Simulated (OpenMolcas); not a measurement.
Computed levels of 3s2 3p3 in ions with 15 electrons, in cm-1 above 4S* 3/2.

```json
{"Program": "OpenMolcas 26.06", "Method": "SS-CASPT2, IPEA 0.25 Eh, imaginary shift 0.1 Eh", "Basis": "ANO-RCC-VTZP", "Scalar Hamiltonian": "DKH2, point nucleus", "Spin-orbit coupling": "RASSI with atomic mean-field integrals over the reference wave functions, term energies averaged over their components"}
```

Active space for each ion: 5 electrons in 8 orbitals (3s 3p 4s 4p); closed shells correlated by CASPT2: 2s 2p.

| Level | P | Cl2+ | Ar3+ |
| --- | --- | --- | --- |
| 2D* 3/2 | 12470 | 19200 | 22450 |
| 2D* 5/2 | 12480 | 19270 | 22580 |
| 2P* 1/2 | 19520 | 30860 | 36190 |
| 2P* 3/2 | 19530 | 30930 | 36310 |

Question: Estimate 2D* 3/2, 2D* 5/2 for S+ from its neighbours P and Cl2+.

Answer: 2D* 3/2 is another term, which grows about linearly with the charge: (12470 + 19200) / 2 = 15835. The calculation gives 16030, so the estimate is off by -1.2 %; the measured value is 14853 (NIST Handbook of Basic Atomic Spectroscopic Data).
2D* 5/2 is another term, which grows about linearly with the charge: (12480 + 19270) / 2 = 15875. The calculation gives 16060, so the estimate is off by -1.2 %; the measured value is 14885 (NIST Handbook of Basic Atomic Spectroscopic Data).

CASPT2 breaks the degeneracy within a term, and the mean is taken; among the terms shown or strongly mixed into the levels shown the widest spread is 120 cm-1 (3s2 3p3 2D*, S+). Over all roots computed the reference weight is 0.84 to 0.96 in S+, 0.85 to 0.96 in Cl2+, 0.87 to 0.97 in Ar3+; the roots of lowest weight are the least certain, and an intruder state may touch them. Active for correlation alone: 4p 4s; no level in the range computed is led by a configuration that fills them, so any true level of that kind is missing (holds for P; S+; Ar3+). The run also gave levels led by 3s2 3p2 4p, which use shells meant for correlation; these and all levels above them are left out (holds for Cl2+). Computed and measured levels are paired by configuration, term and J; levels that our copy of the source lacks, or whose pairing is in doubt (as where it misses far off the trend of its configuration), stay unpaired and out of the deviations. Only configurations of the active space appear.

* marks odd parity.
